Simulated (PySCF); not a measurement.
**Energy of Cr⁺ (chromium, charge +1) between two integer charges**

The 3d alpha orbital of [Ar] 3d5 is emptied in steps (occupation f), with all orbitals relaxed, ending at [Ar] 3d4. All numbers are calculated (PySCF 2.14, the non-relativistic Hamiltonian (point nucleus), in aug-cc-pVDZ (7s6p4d2f, 59 functions)). The exact energy is a straight line in f; departures are measured from the line between the end points of the same method.

```
  f  MN15 (eV)
  1      0.000
0.8     -0.578
0.6     -0.882
0.4     -0.895
0.2     -0.605
  0      0.000
```

Q: For MN15, how does the orbital energy at f = 1 compare with the removal energy?

A: −ε = 13.250 eV against a total-energy difference of 16.795 eV. By Janak's theorem ε = ∂E/∂f, so the gap between them reflects the curvature. Along the path −ε is 14.576 (f = 0.8), 15.990 (f = 0.6), 17.477 (f = 0.4), 19.024 (f = 0.2) eV.

Reference removal energy between the ground levels: 16.486 eV (measured; NIST Atomic Spectra Database, ionization energies). The calculation has no spin-orbit coupling. The determinant left behind need not be the lowest term of the ion.
